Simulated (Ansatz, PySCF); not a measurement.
Species: As2 (charge +1, doublet). 
Structure (B3LYP-D3(BJ)/def2-TZVP (Ansatz, a program for electronic structure) minimum search):
```
As
As 1 2.2054
```
Charge +1, spin multiplicity 2.

Total electronic energies in hartree. Correlated levels leave the core frozen unless marked. Open shells are spin-unrestricted. No spin-orbit coupling. Frozen are the shells of the preceding noble gas and the d and f shells that filled before the atom's block. No relativistic terms. Basis-set limits of correlation are two-point, X^-3; Hartree-Fock from the larger set (for Q and 5 zeta extrapolated as (X+1)exp(-9√X)).

The UHF reference is spin-contaminated (<S^2> 0.58 over the pure value in the largest basis). The T1 diagnostic of CCSD in the largest basis is 0.095, which is high, so the coupled-cluster rows are less sure than usual.

| level | program | energy (Eh) |
|---|---|---|
| HF/aug-cc-pVQZ | Ansatz | -4468.19520 |
| PBE/def2-TZVPD | Ansatz | -4470.74695 |
| revPBE-D4/def2-TZVPD | Ansatz + dftd4 | [?] |
| PBE0/STO-3G | Ansatz | [?] |
| PW6B95-D4/def2-TZVPD | PySCF + dftd4 | -4473.49766 |
| RI-MP2/def2-QZVPPD | Ansatz | -4468.38569 |
| SCS-MP2/def2-TZVPPD | Ansatz | -4468.28317 |
| SCS-MP2/def2-QZVPPD | Ansatz | -4468.38734 |
| CCSD(T)/CBS(cc-pVQZ,cc-pV5Z) | Ansatz | -4468.4529 |

Question: Complete the blanks.

Answer: 
- revPBE-D4/def2-TZVPD, energy (Eh): -4471.06889
- PBE0/STO-3G, energy (Eh): -4420.47345
